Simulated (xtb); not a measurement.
Job for xtb: GFN1-xTB on MoI, 2S+1 = 6, a spin state set in the input, which need not be the lowest, a point of a bond scan (R = 2.446 Å).

```
$ xtb mol.xyz --gfn 1 --sp --chrg 0 --uhf 5
2

Mo     0.00000000     0.00000000     0.00000000
I      0.00000000     0.00000000     2.44578500
```

Output:

```
[...]
           -------------------------------------------------
          |                Calculation Setup                |
           -------------------------------------------------



           -------------------------------------------------
          |                 G F N 1 - x T B                 |
           -------------------------------------------------

        Reference                      10.1021/acs.jctc.7b00118
      * Hamiltonian:
        H0-scaling (s, p, d)           1.850000    2.250000    2.000000
        zeta-weighting                 0.000000
      * Dispersion:
        s8                             2.400000
        a1                             0.630000
        a2                             5.000000
        s9                             0.000000
      * Repulsion:
        kExp                           1.500000
        rExp                           1.000000
      * Coulomb:
        alpha                          2.000000
        third order                    atomic
        anisotropic                    false
      * Halogen bond correction:
        rad-scale                      1.300000
        damping                        0.440000


          ...................................................
          :                      SETUP                      :
          :.................................................:
          :  # basis functions                  20          :
          :  # atomic orbitals                  18          :
          :  # shells                            6          :
          :  # electrons                        13          :
          :  # halogen bonds                     0          :
          :  max. iterations                   250          :
          :  Hamiltonian                  GFN1-xTB          :
          :  restarted?                      false          :
          :  GBSA solvation                  false          :
          :  PC potential                    false          :
          :  electronic temp.          300.0000000     K    :
          :  accuracy                    1.0000000          :
          :  -> integral cutoff          0.2500000E+02      :
          :  -> integral neglect         0.1000000E-07      :
          :  -> SCF convergence          0.1000000E-05 Eh   :
          :  -> wf. convergence          0.2000000E-04 e    :
          :  Broyden damping             0.4000000          :
          :  net charge                          0          :
          :  unpaired electrons                  5          :
          ...................................................

 iter      E             dE          RMSdq      gap      omega  full diag
   1     -2.2538210 -0.225382E+01  0.468E+01    3.57       0.0  T
   2      6.2805804  0.853440E+01  0.539E+01    4.99       1.0  T
   3     -5.8338564 -0.121144E+02  0.139E+01    1.93       1.0  T
   4     -5.8919859 -0.581295E-01  0.905E+00    2.09       1.0  T
   5     -5.8768021  0.151838E-01  0.305E+00    2.13       1.0  T
   6     -5.8937072 -0.169051E-01  0.191E+00    2.02       1.0  T
   7     -5.8938483 -0.141041E-03  0.116E+00    2.00       1.0  T
   8     -5.8938439  0.441147E-05  0.441E-01    2.00       1.0  T
   9     -5.8938474 -0.349873E-05  0.103E-01    2.00       1.0  T
  10     -5.8938510 -0.365521E-05  0.376E-02    1.99       1.9  T
  11     -5.8938531 -0.203981E-05  0.856E-03    1.99       8.3  T
  12     -5.8938533 -0.194213E-06  0.155E-03    1.99      45.5  T
  13     -5.8938533  0.608376E-10  0.697E-04    1.99     101.4  T
  14     -5.8938533 -0.695328E-10  0.699E-06    1.99   10111.1  T
  15     -5.8938533 -0.257572E-13  0.747E-09    1.99  100000.0  T

   *** convergence criteria satisfied after 15 iterations ***

         #    Occupation            Energy/Eh            Energy/eV
      -------------------------------------------------------------
         1        2.0000           -0.9173518             -24.9624
       ...           ...                  ...                  ...
         3        2.0000           -0.4734559             -12.8834
         4        2.0000           -0.4734559             -12.8834
         5        1.0000           -0.3583580              -9.7514
         6        1.0000           -0.3567956              -9.7089
         7        1.0000           -0.3567956              -9.7089
         8        1.0000           -0.3436848              -9.3521
         9        1.0000           -0.3436848              -9.3521 (HOMO)
        10                         -0.2704400              -7.3590 (LUMO)
        11                         -0.1715139              -4.6671
        12                         -0.1715139              -4.6671
        13                         -0.1001884              -2.7263
        14                         -0.1001884              -2.7263
       ...                                ...                  ...
        18                          0.5087818              13.8447
      -------------------------------------------------------------
                  HL-Gap            0.0732448 Eh            1.9931 eV
             Fermi-level           -0.3614847 Eh           -9.8365 eV

 SCC (total)                   0 d,  0 h,  0 min,  0.004 sec
 SCC setup                      ...        0 min,  0.000 sec (  2.819%)
 Dispersion                     ...        0 min,  0.000 sec (  1.230%)
 classical contributions        ...        0 min,  0.000 sec (  0.662%)
 integral evaluation            ...        0 min,  0.001 sec ( 19.223%)
 iterations                     ...        0 min,  0.002 sec ( 54.114%)
 molecular gradient             ...        0 min,  0.001 sec ( 17.909%)
 printout                       ...        0 min,  0.000 sec (  3.528%)

         :::::::::::::::::::::::::::::::::::::::::::::::::::::
         ::                     SUMMARY                     ::
         :::::::::::::::::::::::::::::::::::::::::::::::::::::
         :: total energy              -5.854908610364 Eh    ::
         :: gradient norm              0.117466091611 Eh/a0 ::
         :: HOMO-LUMO gap              1.993092708204 eV    ::
         ::.................................................::
         :: SCC energy                -5.893853266115 Eh    ::
         :: -> electrostatic           0.016468802206 Eh    ::
         :: repulsion energy           0.039549802495 Eh    ::
         :: dispersion energy         -0.000605146744 Eh    ::
         :: halogen bond corr.         0.000000000000 Eh    ::
         :: add. restraining           0.000000000000 Eh    ::
         :: total charge              -0.000000000000 e     ::
         :::::::::::::::::::::::::::::::::::::::::::::::::::::

           -------------------------------------------------
          |                Property Printout                |
           -------------------------------------------------

    * Orbital Energies and Occupations

         #    Occupation            Energy/Eh            Energy/eV
      -------------------------------------------------------------
         1        2.0000           -0.9173518             -24.9624
         2        2.0000           -0.5023918             -13.6708
         3        2.0000           -0.4734559             -12.8834
         4        2.0000           -0.4734559             -12.8834
         5        1.0000           -0.3583580              -9.7514
         6        1.0000           -0.3567956              -9.7089
         7        1.0000           -0.3567956              -9.7089
         8        1.0000           -0.3436848              -9.3521
         9        1.0000           -0.3436848              -9.3521 (HOMO)
        10                         -0.2704400              -7.3590 (LUMO)
        11                         -0.1715139              -4.6671
Note: The following floating-point exceptions are signalling: IEEE_UNDERFLOW_FLAG IEEE_DENORMAL
normal termination of xtb
        12                         -0.1715139              -4.6671
        13                         -0.1001884              -2.7263
        14                         -0.1001884              -2.7263
        15                         -0.0631740              -1.7191
        16                          0.0335164               0.9120
        17                          0.0335164               0.9120
        18                          0.5087818              13.8447
      -------------------------------------------------------------
                  HL-Gap            0.0732448 Eh            1.9931 eV
             Fermi-level           -0.3614847 Eh           -9.8365 eV

  Mulliken/CM5 charges         n(s)   n(p)   n(d)
     1Mo   -0.05372  0.00181   0.703  0.465  4.885
     2I     0.05372 -0.00181   1.957  4.977  0.013

Wiberg/Mayer (AO) data.
largest (>0.10) Wiberg bond orders for each atom

 ---------------------------------------------------------------------------
     #   Z sym  total        # sym  WBO       # sym  WBO       # sym  WBO
 ---------------------------------------------------------------------------
     1  42 Mo   1.775 --     2 I    1.775
     2  53 I    1.775 --     1 Mo   1.775
 ---------------------------------------------------------------------------

Topologies differ in total number of bonds
Writing topology from bond orders to xtbtopo.mol

 dipole moment from electron density (au)
     X       Y       Z
  -0.0000  -0.0000  -0.7325  total (Debye):    1.862


           -------------------------------------------------
          | TOTAL ENERGY               -5.854908610364 Eh   |
          | GRADIENT NORM               0.117466091611 Eh/α |
          | HOMO-LUMO GAP               1.993092708204 eV   |
           -------------------------------------------------

------------------------------------------------------------------------
------------------------------------------------------------------------
 total:
 SCF:
```

The run finished.

Cost: around 0.03 core-seconds (rough).
